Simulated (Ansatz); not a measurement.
Start from `O=C[SiH2][Zn][OH]` and change one atom or group to get `O=C[SiH2][CH2][InH2]`.

Ansatz, PBE0-D4/def2-TZVP geometries, multiplicity 1. Each molecule was computed in one conformer, which needn't be the lowest.

Elements past krypton have def2 core potentials. Scalar relativity is left out up to krypton.

```tsv
property	`O=C[SiH2][Zn][OH]`
LUMO energy (B3LYP/def2-TZVPP) / eV	-1.97
size of the dipole moment (PBE/def2-TZVPP) / D	1.73
HOMO–LUMO gap (PBE0/def2-TZVPP) / eV	5.48
HOMO energy (B3LYP/def2-TZVPP) / eV	-6.99
LUMO energy (PBE0/def2-TZVPP) / eV	-1.72
HOMO energy (ωB97M-V/def2-TZVPP) / eV	-9.46
```

(1) Give the same properties after the change, and the shifts. (Best estimate.)

## Answers

(1) Computed: 
| property | `O=C[SiH2][CH2][InH2]` | shift |
| --- | --- | --- |
| LUMO energy (B3LYP/def2-TZVPP) / eV | -2.15 | -0.18 |
| size of the dipole moment (PBE/def2-TZVPP) / D | 1.26 | -0.47 |
| HOMO–LUMO gap (PBE0/def2-TZVPP) / eV | 4.95 | -0.53 |
| HOMO energy (B3LYP/def2-TZVPP) / eV | -6.63 | 0.36 |
| LUMO energy (PBE0/def2-TZVPP) / eV | -1.87 | -0.15 |
| HOMO energy (ωB97M-V/def2-TZVPP) / eV | -9.07 | 0.39 |

With PBE0 the HOMO rises by 0.37 eV and the LUMO falls by 0.15 eV, so the gap narrows by about 0.52 eV. PBE moves the HOMO by 0.32 eV and ωB97M-V by 0.39 eV. Dipoles are sizes alone; their direction can turn.

B3LYP here is the variant with VWN-RPA as its local correlation; programs differ in this.
